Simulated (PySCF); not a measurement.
H₂S₂, SMILES SS.

The structure is a stationary point at B3LYP-D3(BJ)/def2-TZVP.

All values below come from TDA-B3LYP/def2-TZVPD in PySCF.

Vertical excitations. The molecule is in vacuum. State labels are in the subgroup C2.

| state | symmetry | energy (eV) | λ (nm) | f | main pairs |
|---|---|---|---|---|---|
| S1 | A | 4.62 | 268 | 0.004 | HOMO−1→LUMO 98 % |
| S2 | B | 4.63 | 268 | 0.011 | HOMO→LUMO 97 % |
| S3 | A | 5.77 | 215 | 0.008 | HOMO→LUMO+1 96 % |
| S4 | B | 5.81 | 214 | 0.015 | HOMO−1→LUMO+1 93 % |
| S5 | B | 6.42 | 193 | 0.020 | HOMO→LUMO+2 90 % |
| S6 | A | 6.43 | 193 | 0.006 | HOMO−1→LUMO+2 95 % |
| S7 | B | 7.41 | 167 | 0.017 | HOMO−1→LUMO+3 49 %, HOMO→LUMO+4 44 % |
| S8 | A | 7.42 | 167 | 0.002 | HOMO→LUMO+3 89 % |
| S9 | B | 7.46 | 166 | 0.112 | HOMO−1→LUMO+3 39 %, HOMO→LUMO+4 36 %, HOMO−1→LUMO+5 16 %, HOMO−2→LUMO 6 % |
| S10 | A | 7.49 | 165 | 0.011 | HOMO→LUMO+5 65 %, HOMO−1→LUMO+4 27 % |
| T1 | B | 3.91 | 317 | 0 | HOMO→LUMO 97 % |
| T2 | A | 3.96 | 313 | 0 | HOMO−1→LUMO 97 % |
| T3 | A | 5.42 | 229 | 0 | HOMO→LUMO+1 84 % |
| T4 | B | 5.43 | 228 | 0 | HOMO−1→LUMO+1 80 %, HOMO→LUMO+2 15 % |
Triplets are in the Tamm–Dancoff approximation.
